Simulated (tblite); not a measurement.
Species: C2H11N3Si2.
Z-matrix (Å and degrees, GFN2-xTB geometry), rows numbered from 1:
```
C 
N   1  1.4403
C   2  1.4346  1  113.24
Si  2  1.7069  1  122.05  3  -161.04
N   4  1.7436  2  111.94  1   -36.25
Si  5  1.7336  4   96.21  2   129.34
N   6  1.7379  5   83.62  4    -7.63
H   1  1.0966  2  111.56  3    59.35
H   1  1.0860  2  108.93  3   179.64
H   1  1.0954  2  109.89  3   -60.63
H   3  1.0976  2  111.71  1   -63.36
H   3  1.0862  2  109.64  1   176.36
H   3  1.0946  2  110.17  1    56.62
H   4  1.4594  2  107.52  1  -166.24
H   5  1.0021  4  129.61  2   -72.00
H   6  1.4596  5  113.37  4  -120.76
H   6  1.4607  5  114.85  4   105.86
H   7  1.0027  4  131.98  2    73.90
```

Method: GFN2-xTB as coded in tblite; computed harmonic values from a numerical Hessian at the method's own geometry, unscaled. This tight-binding method is rough: wavenumbers can miss measured ones by several per cent, in bad cases by 10 to 20. Modes of hydrogen on silicon can be 10 to 20 % off. One conformer, not necessarily the lowest.

Harmonic wavenumbers (cm⁻¹): 47.3, 80.8, 110.2, 166.3, 197.3, 201.5, 245.8, 265.4, 289.1, 379.9, 400.7, 447.1, 464.7, 508.6, 553.4, 608.9, 676.8, 737.1, 758.2, 785.8, 842.6, 864.2, 931.2, 1048.4, 1056.9, 1058.5, 1092.2, 1103.6, 1126.6, 1222.1, 1326.7, 1408.3, 1423.7, 1476.5, 1488.6, 1498.0, 1511.5, 2237.7, 2271.3, 2275.2, 2880.7, 2893.0, 2929.4, 2937.9, 3040.8, 3045.3, 3524.2, 3538.6.

A = 4153, B = 1106, C = 1031 MHz; mass 133.049 u (most abundant isotopes); point group C1, symmetry number 1.

Problem. Zero-point energy?

Solution. ½Σν̃ = 29989 cm⁻¹ = 85.74 kcal/mol.

Problem. Give the ideal-gas entropy at 500 K and 1 bar in the rigid-rotor, harmonic-oscillator model (classical rotation).

Solution. Translation 43.16, rotation 30.15, vibration 52.08: S = 125.4 cal/(mol K).

Problem. And Cp and H(500 K) − H(0)?

Solution. Cp = 57.21 cal/(mol K), of which vibrations give 49.26 (their classical limit is 48 R = 95.4); H(500 K) − H(0) = 17.38 kcal/mol without the zero-point energy, 13.40 from vibrations.

Problem. How do the functions run with temperature in this model?

Solution. 
```tsv
T (K)	S (cal/(mol K))	Cp (cal/(mol K))	H − H(0) (kcal/mol)	G − H(0) (kcal/mol)	ln q(vib)
100	68.8	19.5	1.30	-5.58	1.60
200	85.9	30.9	3.84	-13.34	4.34
300	100.4	41.1	7.45	-22.67	7.17
800	155.9	72.4	37.02	-87.69	20.39
1000	172.8	79.1	52.21	-120.60	25.02
```

q(vib) and H(0) count from the zero-point level.

Problem. What must be added to the electronic energy to get the Gibbs energy at 500 K and 1 bar?

Solution. ZPE + [H(500 K) − H(0)] − T·S = 85.74 + 17.38 − 62.70 = 40.42 kcal/mol.

Problem. Blend soft modes into free rotors: weight 1/[1 + (100 cm⁻¹/ν̃)⁴] for the oscillator and the rest for a rotor with moment μB/(μ + B), μ = h/(8π²ν), B = 10⁻⁴⁴ kg m². What vibrational entropy results?

Solution. 48.87 cal/(mol K) in place of 52.08, which changes −T·S at 500 K by +1.60 kcal/mol.

Hindered rotation and anharmonicity are outside this model. Other conformers, if any are populated, would add a mixing term that is left out. The structure is chiral; the term R ln 2 for an equal mix with its mirror image is left out.
